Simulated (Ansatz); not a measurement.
Basis-set extrapolation for C3H8AlCl, SMILES `C[CH2][Al]([CH3])[Cl]` (PBE0-D4/def2-TZVP geometry, frozen core, the Gaussian-basis code of Ansatz). Multiplicity 1, RHF reference.

```csv
,def2-TZVPP,def2-QZVPP
HF,-819.833243,-819.858664
MP2 correlation,-0.798156,-0.857303
CCSD(T) correlation,-0.892282,not run
```

Energies in hartree. Use E(X) = E(∞) + A·exp(−7.88·√X) for Hartree–Fock and E(X) = E(∞) + B·X^(−2.97) for correlation, with X = 3 and 4, and add CCSD(T) minus MP2 of the smaller set to the MP2 limit.

Question: What is the CCSD(T) energy at the basis-set limit?

Answer: HF limit: -819.858664 + (-0.025421) × 0.13774 = -819.86217. MP2 limit: -0.857303 + (-0.059147) × 0.74074 = -0.90112. Higher-order term: -0.892282 − (-0.798156) = -0.09413. Total: -820.85742 hartree, 82.8 kcal/mol below CCSD(T)/def2-TZVPP.
